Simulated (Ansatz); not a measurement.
Calculated with Ansatz (gas phase, PBE0-D4/def2-TZVP geometries, no zero-point term in ΔE). CBS: MP2 limit from def2 TZ/QZ plus the TZ coupled-cluster correction, frozen cores. This one scheme is used for every species. DFT in def2-TZVPP. B3LYP here is the variant with VWN-RPA as its local correlation; programs differ in this. HSE06 is defined as in plane-wave codes. For Ti outer-core shells are correlated without core-valence functions, which leaves a few kJ/mol of doubt a bond. Scalar relativity is left out up to krypton. Each species was taken in one conformer, which may not be the lowest.

`[OH][Ti]12345678([OH])([C@H]9[C@@H]1[C@@H]2[C@@H]3[C@H]94)[C@H]1[C@@H]5[C@@H]6[C@@H]7[C@H]18` + CH₄ → `[CH3][Ti]12345678([OH])([C@H]9[C@@H]1[C@@H]2[C@@H]3[C@H]94)[C@H]1[C@@H]5[C@@H]6[C@@H]7[C@H]18` + H₂O  (formal exchange of groups at a Ti–O bond)

(1) Is it downhill or uphill in electronic energy at CCSD(T)/CBS, and by how much? (An estimate is asked.)

(2) What do these levels give: revPBE-D4, r2SCAN0-D4, BHLYP-D4, ωB97X-V, ωB97M-V, B2PLYP, PBE0, B3LYP, HSE06, BHLYP, MP2/def2-SVP, CCSD/def2-SVP? (Estimate.)

Largest T1 diagnostic among the species: 0.019.

Answers

(1) The calculation gave: Uphill: ΔE = +26.0 kcal/mol.

(2) Computed: revPBE-D4 29.9, r2SCAN0-D4 29.6, BHLYP-D4 30.0, ωB97X-V 29.3, ωB97M-V 28.0, B2PLYP 30.7, PBE0 29.3, B3LYP 32.5, HSE06 29.2, BHLYP 31.3, MP2/def2-SVP 27.7, CCSD/def2-SVP 27.5 kcal/mol.

From BLYP to BHLYP (50 % exact exchange), in def2-TZVPP and without D4, ΔE moves by −3.1 kcal/mol. The D4 term adds −1.6 kcal/mol with B3LYP and −1.0 kcal/mol with PBE0; it sums over pairs of atoms, weighted by their polarisabilities, and B3LYP, whose exchange is more repulsive, gets the larger term. Leaving LDA and LC-ωPBE aside and taking each functional with its dispersion term where it has one, the values, not all of them listed here, spread over 5.2 kcal/mol, from PBE-QIDH to BLYP-D4. LDA lies −1.5 kcal/mol from PBE without D4.
